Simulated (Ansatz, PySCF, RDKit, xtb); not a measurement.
Complex: SiH4 (SMILES [SiH4]) (first 5 atoms) with Si2H6 (SMILES [SiH3][SiH3]); geometry from B3LYP-D3(BJ)/def2-TZVP, rigid monomers moved along the line of their centres of mass till Si1···H11 is 2.91 Å.
(charge 0, multiplicity 1):
```json
[
 {"atom": "Si", "x (Å)": "-0.0956", "y (Å)": "0.1107", "z (Å)": "-0.1592"},
 {"atom": "H", "x (Å)": "-0.2077", "y (Å)": "-1.1479", "z (Å)": "0.6113"},
 {"atom": "H", "x (Å)": "-1.4479", "y (Å)": "0.5939", "z (Å)": "-0.5160"},
 {"atom": "H", "x (Å)": "0.6863", "y (Å)": "-0.1350", "z (Å)": "-1.3923"},
 {"atom": "H", "x (Å)": "0.5919", "y (Å)": "1.1291", "z (Å)": "0.6652"},
 {"atom": "Si", "x (Å)": "0.8922", "y (Å)": "-0.8690", "z (Å)": "3.4873"},
 {"atom": "Si", "x (Å)": "-0.7946", "y (Å)": "0.7599", "z (Å)": "3.4654"},
 {"atom": "H", "x (Å)": "0.3044", "y (Å)": "-2.2182", "z (Å)": "3.3059"},
 {"atom": "H", "x (Å)": "1.6014", "y (Å)": "-0.8325", "z (Å)": "4.7900"},
 {"atom": "H", "x (Å)": "1.8780", "y (Å)": "-0.6290", "z (Å)": "2.4075"},
 {"atom": "H", "x (Å)": "-1.6397", "y (Å)": "0.6346", "z (Å)": "2.2537"},
 {"atom": "H", "x (Å)": "-0.2017", "y (Å)": "2.1187", "z (Å)": "3.4892"},
 {"atom": "H", "x (Å)": "-1.6636", "y (Å)": "0.5997", "z (Å)": "4.6571"}
]
```

Counterpoise-corrected where a basis set is named; no monomer relaxation. Rows marked so take none. RDKit's UFF carries no charges.

Frozen-core correlation. Rows in 3-21G, 6-31G* carry no dispersion term and start afresh at each structure (6-31G* with six Cartesian d functions).

Programs: Ansatz (Gaussian orbitals); PySCF for 3-21G rows, 6-31G* rows, the dispersion terms; RDKit for the force fields; xtb for the GFN methods. Each number belongs to the level named beside it.

```csv
level,interaction energy (kcal/mol)
UFF,-0.54
GFN-FF,-1.12
HF/3-21G (no counterpoise),1.90
HF/6-31G* (no counterpoise),3.48
HF/aug-cc-pV(D+d)Z,3.70
PBE-D3(BJ)/def2-TZVPPD,-1.50
BP86/6-31G* (no counterpoise),2.51
PBE0-D4/def2-TZVPPD,(withheld)
SCS-MP2/aug-cc-pV(D+d)Z,(withheld)
```

Task: What belongs in the gaps?

Result: 
- PBE0-D4/def2-TZVPPD, interaction energy (kcal/mol): -1.45
- SCS-MP2/aug-cc-pV(D+d)Z, interaction energy (kcal/mol): 0.78

Ansatz is a first-principles code.
